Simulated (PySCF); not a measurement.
Compound: C₅H₁₁OSi (doublet state).
Numbering: `[CH2:1]=[C:2]([CH2:3][CH3:4])[CH2:5][O:6][SiH2:7]` (hydrogens: H8, H9 on C1; H10, H11 on C3; H12, H13, H14 on C4; H15, H16 on C5; H17, H18 on Si7)

Geometry (GFN2-xTB, Å), atoms numbered from 1 in this order:
```
atom  x, y, z in Å
C1    -0.2962   -2.0486    0.8482
C2    -0.2103   -0.8662    0.2583
C3    -1.3029   -0.3109   -0.6118
C4    -2.1261    0.7535    0.1158
C5     1.0002    0.0079    0.4177
O6     1.5328    0.3288   -0.8546
Si7    2.7792    1.2905   -1.2110
H8    -1.1665   -2.6727    0.7348
H9     0.4918   -2.4373    1.4715
H10   -0.8497    0.1306   -1.5018
H11   -1.9633   -1.1216   -0.9244
H12   -2.5538    0.3433    1.0282
H13   -2.9365    1.0982   -0.5222
H14   -1.5097    1.6098    0.3784
H15    0.7303    0.9387    0.9337
H16    1.7650   -0.5019    1.0139
H17    4.0542    0.7863   -0.7179
H18    2.5529    2.6779   -0.8215
```

The hyperfine couplings belong to this conformer and change with its torsions.

Computed, not measured: PySCF, UKS B3LYP, pcH-1 on C H O Si, non-relativistic, mean-field spin-orbit, GIAO. The structure is a single GFN2-xTB conformer in the gas phase; no vibrational or solvent corrections. A GFN2-xTB geometry isn't a minimum of the functional, and hyperfine couplings can be far from their values at a DFT geometry, by a factor of two or more for some ions and for spin on atoms past the first row. The SCF solution wasn't tested for stability.

(1) What is the g tensor, term by term?

(2) At 34.069 GHz, how far is the centre of the isotropic spectrum from where a free electron (g = 2.002319) resonates?

(3) What are the electron Larmor frequencies g μB B/h along the three axes at 340 mT?

(4) What effective moment and Curie constant follow for a powder?

(5) In a frozen sample, at which fields do the three g values resonate at 9.5, 34, 94 and 263 GHz (hyperfine left aside), and which band first spreads them over more than twice a line width of 1.0 mT?

Results:

(1) 
```csv
Δg (ppm),1,2,3
relativistic mass correction,-141,-141,-141
gauge correction,73,21,55
orbital Zeeman/spin–orbit,-755,-94,1907
total,-822,-213,1822
```

So g = 2.00150, 2.00211, 2.00414 and g_iso = 2.00258; the tensor is rhombic: the two nearest values differ by 23 % of g3 − g1. Axes: g3 points within 5° of the O6–Si7 bond.

(2) B = hν/(g μB) with μB/h = 13.99624 MHz/mT gives 1215.67 mT for the free electron and 1215.51 mT at g_iso, 0.16 mT lower.

(3) 9.5246, 9.5275, 9.5372 GHz for g1, g2 and g3, a range of 12.6 MHz.

(4) With the mean of g² = 4.0103 and S(S+1) = 0.75: μ_eff = √(⟨g²⟩S(S+1)) = 1.734 μB and χT = 0.12505·⟨g²⟩·S(S+1) = 0.376 cm³ K/mol (cgs; spin-Hamiltonian part alone).

(5) 
```
band    GHz  B(g3) mT  B(g2) mT  B(g1) mT  spread mT
   X    9.5    338.68    339.02    339.12       0.45
   Q   34.0   1212.10   1213.33   1213.70       1.60
   W   94.0   3351.10   3354.51   3355.53       4.43
   J  263.0   9375.96   9385.49   9388.35      12.39
```

The spread grows in proportion to the frequency. W band is the first where it exceeds 2.0 mT.

The largest Mulliken spin population is on Si7 (+0.94). The angles at Si7 add up to 338.1°, so it is pyramidal.

The HOMO–LUMO gaps are 5.44 eV among the α and 4.79 eV among the β orbitals.
